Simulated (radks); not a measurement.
Numerical settings for neutral xenon, [Xe]. Calculated with a radial shooting solver on a logarithmic mesh with Libxc functionals: Dirac Kohn-Sham, PBEsol, spin-unpolarised, spherical densities, finite nucleus; Fermi nuclear charge, rms radius 4.7859 fm. The defaults (mesh step 0.008 in ln r, mesh end at 40 bohr or more with all orbitals vanishing there, Anderson mixing 0.5 over 9 steps, residual threshold near 1e-9 with the energy settled to 1e-9 hartree or 1e-11 of itself, here a cap of 67 iterations) give E = -7446.9568 hartree and 5p3/2 at -7.859 eV in 11 iterations. Run on one thread of a shared host, so times are rough (Arm Neoverse V2): 0.1 s of CPU time, 0.1 s wall, 11 iterations on 2437 mesh points. Changes against that run (0 stands for a change within the tolerance of the run):

| setting | iterations | converged | E (mhartree) | e(5p3/2) (meV) | CPU (s) |
|---|---|---|---|---|---|
| mesh step in ln r 0.003 | 11 | yes | 0 | 0 | 0.25 |
| mesh step in ln r 0.2 | 4 | no | diverged | - | 0.01 |
| mesh step in ln r 0.12 | 2 | no | diverged | - | 0.01 |
| mesh end (bohr) 8 | 12 | yes | +0.815 | +42.5 | 0.1 |
| mesh end (bohr) 20 | 11 | yes | 0 | 0 | 0.09 |
| residual threshold 1e-13 | 19 | yes | 0 | 0 | 0.13 |
| residual threshold 0.001 | 8 | yes | 0 | -3.1 | 0.08 |
| mixing 1.5 | 14 | yes | 0 | 0 | 0.12 |
| linear mixing, mixing 0.2 | 67 | no | 0 | 0 | 0.4 |
| linear mixing, mixing 1 | 67 | no | +1.57e+05 | +7.86e+03 | 1.2 |
| mixing history 20 | 11 | yes | 0 | 0 | 0.1 |
| iteration cap 8 | 8 | no | 0 | +0.182 | 0.07 |

No run marked as converged misses the energy by more than 1 mhartree. A mesh that ends early acts as a hard wall.
